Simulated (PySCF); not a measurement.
CH₄Cl₂NTa, SMILES [CH3][Ta](=[NH])([Cl])[Cl], multiplicity 1.

Geometry: PBE0-D3(BJ)/def2-SVP. The spin state was assumed, not searched. The structure was generated by enumeration; whether it is a known compound was not checked. The def2 effective core potentials stand for the cores of Ta; spin–orbit coupling is left out.

Two levels are set side by side: TDA-PBE/def2-SVPD (PySCF) and TDA-M06-2X/def2-SVPD (PySCF). Vertical, same geometry. The lowest singlet is HOMO→LUMO 98 % with PBE and HOMO−1→LUMO 90 % with the other functional; states are paired by order. Differences are taken from unrounded values.

| quantity | TDA-M06-2X | TDA-PBE | TDA-PBE minus TDA-M06-2X |
|---|---|---|---|
| lowest singlet excitation (eV) | 4.75 | 4.12 | -0.64 |
| lowest triplet excitation (TDA) (eV) | 4.42 | 3.83 | -0.59 |

A lower first singlet is the usual sign of a functional without exact exchange. Differences between two approximate levels are no errors against the true value.

Rough cost on one machine, each run with all the roots and properties that it gave: TDA-M06-2X against TDA-PBE about 7 times.
